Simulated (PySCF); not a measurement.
A geometry optimisation on `C[C@@H]1C[C@]2(Cl)C[C@H]1C[C@H]2F`.

Computed with PBE0-D3(BJ)/def2-SVP geometry optimisation, gas phase (PySCF 2.14.0). Start geometry: GFN2-xTB. The command runs a driver script over a list of jobs; the input below is this job's line of settings and its coordinates in Å.

Command:
```bash
OMP_NUM_THREADS=1 python probes_run.py task.json out
```

Input:
```
{"job": {"xc": "PBE0", "basis": "def2-SVP", "d3": "d3bj", "grid": 1, "shake": 0.01, "kind": "geom"}, "charge": 0, "multiplicity": 1}
C      2.289510    -0.439530    -0.824890
C      0.809600    -0.705350    -0.473940
C     -0.204080     0.070880    -1.369860
C     -0.964070     0.887500    -0.352710
Cl    -1.869870     2.234410    -1.094380
C      0.040350     1.245260     0.706970
C      0.446840    -0.220800     0.942410
C     -0.900350    -0.841740     1.300190
C     -1.914080    -0.075280     0.437990
F     -2.811440     0.604090     1.216550
H      2.927010    -0.970500    -0.162830
H      2.477190    -0.717260    -1.846840
H      2.466820     0.654720    -0.743370
H      0.636530    -1.775860    -0.548520
H      0.330920     0.740430    -2.037420
H     -0.818900    -0.567010    -1.949970
H      0.848460     1.870780     0.315830
H     -0.406180     1.721320     1.588780
H      1.209650    -0.401680     1.687990
H     -0.966670    -1.913170     1.129570
H     -1.182330    -0.665220     2.340790
H     -2.510000    -0.731640    -0.248850
```

**Question.** What does the run print?

**Answer.** 
```
step   0  E = -871.08448076  max force = 0.038411
step   1  E = -871.08998551  max force = 0.007190
step   2  E = -871.09069470  max force = 0.002204
step   3  E = -871.09086392  max force = 0.002640
step   4  E = -871.09094862  max force = 0.001146
step   5  E = -871.09100295  max force = 0.000635
step   6  E = -871.09103648  max force = 0.000979
step   7  E = -871.09105767  max force = 0.000633
step   8  E = -871.09107085  max force = 0.000218
optimisation converged
```

Energies in Eh; «max force» is the largest Cartesian gradient component in Eh/bohr.

**Question.** Give the first gradient maximum in eV/Å.

**Answer.** With 1 Eh/bohr = 51.422 eV/Å, 1.975 eV/Å.

**Question.** How much energy does the optimisation release, in kJ/mol?

**Answer.** E(step 0) − E(last step) = 0.006590 Eh, which is 17.3 kJ/mol.

In short: final energy -871.09107 Eh after 8 steps; dipole 3.21 D.

**Question.** Where do the atoms end?

**Answer.** 0.041 Å rms from the input after alignment:
```
atom  x, y, z in Å
C1     2.1098   -1.4949   -0.9799
C2     0.6578   -1.6360   -0.5521
C3    -0.3258   -0.8367   -1.4480
C4    -1.0035    0.1294   -0.4708
Cl5   -1.7613    1.5182   -1.2737
C6     0.1096    0.4343    0.5318
C7     0.3600   -1.0469    0.8436
C8    -1.0445   -1.5152    1.2587
C9    -1.9896   -0.6690    0.3868
F10   -2.7308    0.1713    1.1799
H11    2.7776   -2.0650   -0.3153
H12    2.2573   -1.8683   -2.0053
H13    2.4371   -0.4433   -0.9631
H14    0.3999   -2.7079   -0.5580
H15    0.2081   -0.2529   -2.2121
H16   -1.0603   -1.4662   -1.9731
H17    0.9613    0.9544    0.0717
H18   -0.2547    1.0180    1.3889
H19    1.1375   -1.2627    1.5899
H20   -1.1887   -2.5981    1.1327
H21   -1.2613   -1.2637    2.3071
H22   -2.6924   -1.2489   -0.2327
```

**Question.** Estimate the wall time. Hardware: one thread, Arm Neoverse V1 (aarch64) (shared host). And the peak memory of the process?

**Answer.** About 3.8 min, with 0.89 GiB resident at the peak, the Python interpreter and its libraries included.
Labels such as C1 count atoms from 1, the log's own numbers from 0.
